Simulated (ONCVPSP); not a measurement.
## Scattering properties, ONCV potential for hydrogen (H)

hydrogen (H), optimised norm-conserving Vanderbilt (ONCV), made with ONCVPSP 4.0.1 (LDA (Perdew-Zunger), non-relativistic). Core none, reference 1s1. Waves: 1s: rc 1.25 bohr, ncon 3, nbas 7, qcut 5.8 1/bohr, 2 projectors, debl 1 Ha; p scattering state at 0.05 Ha: rc 1.15 bohr, ncon 4, nbas 7, qcut 5.8 1/bohr, local. Local part: the p channel. Core correction: none.

The phase is arctan(r·R′/R) of the radial function R(r), unwrapped; energies in Ha, scanned from -2 to 5 Ha. A pole is an energy at which the radial function vanishes at the test radius. The pseudo phase is shifted by a multiple of π to meet the all-electron one at the reference energy, and phase errors are pseudo minus all-electron; the curves can meet again beyond the range given. Levels narrower than the energy grid can be missing from the lists of poles.

```
channel  radius (bohr)  reference energy (Ha)  poles, all-electron  poles, pseudo  unbroken range about the reference energy with phases within 0.05 rad  phase error 1 Ha above the reference energy (rad)
      s           1.27                  -0.23                 1.33           1.33                                                        the whole range                                             -0.000
      p           1.16                   0.05                 none           none                                                        the whole range                                             +0.000
```

Phases in the s channel:

| E (Ha) | all-electron | pseudo |
| --- | --- | --- |
| -1.98 | 0.796 | 0.796 |
| -1.62 | 0.621 | 0.621 |
| -1.26 | 0.347 | 0.347 |
| -0.90 | -0.061 | -0.061 |
| -0.54 | -0.534 | -0.534 |
| -0.18 | -0.916 | -0.916 |
| 0.18 | -1.170 | -1.170 |
| 0.54 | -1.338 | -1.338 |
| 0.90 | -1.459 | -1.459 |
| 1.26 | -1.554 | -1.554 |
| 1.62 | -1.636 | -1.636 |
| 1.98 | -1.715 | -1.715 |
| 2.34 | -1.799 | -1.799 |
| 2.70 | -1.899 | -1.898 |
| 3.06 | -2.028 | -2.028 |
| 3.42 | -2.218 | -2.217 |
| 3.78 | -2.517 | -2.514 |
| 4.14 | -2.973 | -2.968 |
| 4.50 | -3.487 | -3.481 |
| 4.86 | -3.869 | -3.863 |
